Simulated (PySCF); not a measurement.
## Electron correlation in Ga²⁺ (gallium, charge +2)

[Ar] 3d10 4p1, 2P determinant (an excited configuration). All numbers are calculated (PySCF 2.14, the non-relativistic Hamiltonian (point nucleus), in def2-TZVPPD). Frozen: [Ne]; 19 electrons correlated.

```json
{"level": "CCSD", "correlation energy (mhartree)": "-239.12"}
{"level": "(T)", "correlation energy (mhartree)": "-5.86"}
{"level": "CCSD(T)", "correlation energy (mhartree)": "-244.98"}
```

Diagnostics: T1 = 0.0078, D1 = 0.0161, largest double amplitude 0.018.

Cost of the coupled-cluster step: of the order of 14 core-seconds, for 19 correlated electrons.

Iterations:

```
CC2 = 0
CCSD nocc = (np.int64(10), np.int64(9)), nmo = (49, 49)
frozen orbitals [[0, 1, 2, 3, 4], [0, 1, 2, 3, 4]]
max_cycle = 100
direct = 0
conv_tol = 1e-08
conv_tol_normt = 1e-06
diis_space = 8
diis_start_cycle = 0
Init t2, MP2 energy = -0.262930288318858
Init E_corr(UCCSD) = -0.262930288334116
cycle = 1  E_corr(UCCSD) = -0.226576011932512  dE = 0.0363542764  norm(t1,t2) = 0.0668812
cycle = 2  E_corr(UCCSD) = -0.241801626403065  dE = -0.0152256145  norm(t1,t2) = 0.0215509
cycle = 3  E_corr(UCCSD) = -0.238850665311787  dE = 0.00295096109  norm(t1,t2) = 0.0093895
cycle = 4  E_corr(UCCSD) = -0.239069354747007  dE = -0.000218689435  norm(t1,t2) = 0.00207039
cycle = 5  E_corr(UCCSD) = -0.239139304026616  dE = -6.99492796e-05  norm(t1,t2) = 0.000435666
cycle = 6  E_corr(UCCSD) = -0.239122535812569  dE = 1.6768214e-05  norm(t1,t2) = 0.000172809
cycle = 7  E_corr(UCCSD) = -0.239120388184681  dE = 2.14762789e-06  norm(t1,t2) = 4.6865e-05
cycle = 8  E_corr(UCCSD) = -0.239122720775391  dE = -2.33259071e-06  norm(t1,t2) = 1.54515e-05
cycle = 9  E_corr(UCCSD) = -0.239122721637937  dE = -8.62545896e-10  norm(t1,t2) = 4.87011e-06
cycle = 10  E_corr(UCCSD) = -0.239122454993028  dE = 2.66644909e-07  norm(t1,t2) = 9.90133e-07
cycle = 11  E_corr(UCCSD) = -0.239122490985415  dE = -3.59923871e-08  norm(t1,t2) = 2.57945e-07
cycle = 12  E_corr(UCCSD) = -0.239122500456363  dE = -9.4709478e-09  norm(t1,t2) = 9.35589e-08
UCCSD converged
E(UCCSD) = -1922.301502845475  E_corr = -0.2391225004563627
UCCSD(T) correction = -0.00585758954764363
```

This basis was not built for core-valence correlation, so the inner-shell part is incomplete.
